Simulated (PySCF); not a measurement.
SMILES F[Te](F)(F)(F)(F)F (F₆Te), B3LYP/def2-SVP optimised geometry.

```
7

F      0.00     1.66     0.90
Te     0.00     0.00     0.00
F      1.89     0.00     0.00
F     -1.89     0.00     0.00
F      0.00    -0.90     1.66
F      0.00     0.90    -1.66
F      0.00    -1.66    -0.90
```

Density from B3LYP/def2-TZVP, def2 effective core potentials past Kr run with PySCF 2.14.0 at that geometry. The core electrons that the potentials of Te replace are not part of the density.

Minimum of the electron density along straight lines between bonded atoms, close to the bond critical point (lines longer than 1.1 times the sum of covalent radii, or with two minima, are not listed):

| bond | length / Å | ρ at the minimum / e bohr⁻³ | ∇²ρ there / e bohr⁻⁵ | position (fraction from the first atom) |
|---|---|---|---|---|
| F1–Te2 | 1.888 | 0.146 | 0.46 | 0.49 |
| Te2–F3 | 1.888 | 0.146 | 0.46 | 0.51 |
| Te2–F4 | 1.888 | 0.146 | 0.46 | 0.51 |
| Te2–F5 | 1.888 | 0.146 | 0.46 | 0.51 |
| Te2–F6 | 1.888 | 0.146 | 0.46 | 0.51 |
| Te2–F7 | 1.888 | 0.146 | 0.46 | 0.51 |
